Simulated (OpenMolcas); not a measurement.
Ni4+ (d6) among equal point charges was computed by CASSCF with the d shell active (OpenMolcas, ANO-RCC-VDZP on the metal). Its lowest spin-free states, and all those of the highest spin:

```csv
2S+1,Degeneracy,E (cm-1)
5,1,0.0
5,2,1036
5,1,6316
5,1,8864
3,2,29917
3,1,30185
3,2,30755
3,1,30834
3,1,30917
3,1,31914
3,2,32081
3,1,32118
```

Is the site octahedral, tetrahedral or cube-like, axial, or of lower symmetry?

The states with 2S+1 = 5 have orbital degeneracies 1, 2, 1, 1. There are pairs but no triples, so the site is axial: not cubic, but with a proper or improper axis of order three or more. The run had Ni4+ among 5 point charges of -2.6 e arranged as a square pyramid (C4v), 2.05 Å from the ion, with the axial distance 2.419 Å.

Without dynamic correlation the repulsion within the d shell is too large (B by tens of per cent), so at a given field states of lower spin stand too high. Point charges give a weaker field than real ligands, and real ions of this kind are often low spin; the high spin found here belongs to the model. This is an electrostatic model: the charges have no orbitals. An unlabelled pair can be two single states that coincide in this model. No measured value stands beside these numbers.
